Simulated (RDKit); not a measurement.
RDKit input (UFF):

```python
from rdkit import Chem
from rdkit.Chem import AllChem, rdDetermineBonds

mol = Chem.MolFromXYZFile('mol.xyz')
rdDetermineBonds.DetermineBonds(mol, charge=0)
print('SMILES', Chem.MolToSmiles(Chem.RemoveHs(mol)))
ff = AllChem.UFFGetMoleculeForceField(mol)
e0 = ff.CalcEnergy()
flag = ff.Minimize(maxIts=5000, forceTol=1e-5)
print(f'energy {e0:.4f} -> {ff.CalcEnergy():.4f} kcal/mol, converged: {flag == 0}')
print(Chem.MolToXYZBlock(mol))
```
mol.xyz:
```
15

C     -0.89760600     0.78145500     1.74876200
Si    -0.21881000     0.30457500     0.06396200
C     -0.73372800     1.55934600    -1.23537800
P     -0.92833600    -1.80209400    -0.39955700
P      2.04947600     0.33331700     0.18998500
H     -1.98982100     0.79912500     1.73400400
H     -0.58340200     0.07294400     2.51687400
H     -0.54742900     1.77465500     2.03784900
H     -0.33617600     1.29589000    -2.21678000
H     -0.37058900     2.55677700    -0.97665800
H     -1.82213800     1.60162700    -1.31425700
H     -0.45531300    -1.77806400    -1.73719700
H     -2.24769300    -1.41456100    -0.76184600
H      2.24391200    -0.31893200    -1.05560800
H      2.14289900    -0.86667000     0.94141900
```

Output:

```
SMILES C[Si](C)(P)P
energy 1.7507 -> -2.4526 kcal/mol, converged: True
15

C     -0.887874    0.792039    1.740531
Si    -0.179046    0.300342    0.085905
C     -0.749719    1.504932   -1.220484
P     -0.868244   -1.731445   -0.432832
P      2.025037    0.325036    0.193412
H     -1.995760    0.777786    1.686361
H     -0.545739    0.076286    2.515868
H     -0.542861    1.813518    2.001390
H     -0.326809    1.211247   -2.203028
H     -0.403320    2.525606   -0.958382
H     -1.857552    1.492543   -1.275662
H     -0.418764   -1.633723   -1.810685
H     -2.224255   -1.299228   -0.723470
H      2.187620   -0.377312   -1.067715
H      2.092532   -0.878237    1.004366
```

The geometry given is a B3LYP-D3(BJ)/def2-TZVP minimum.
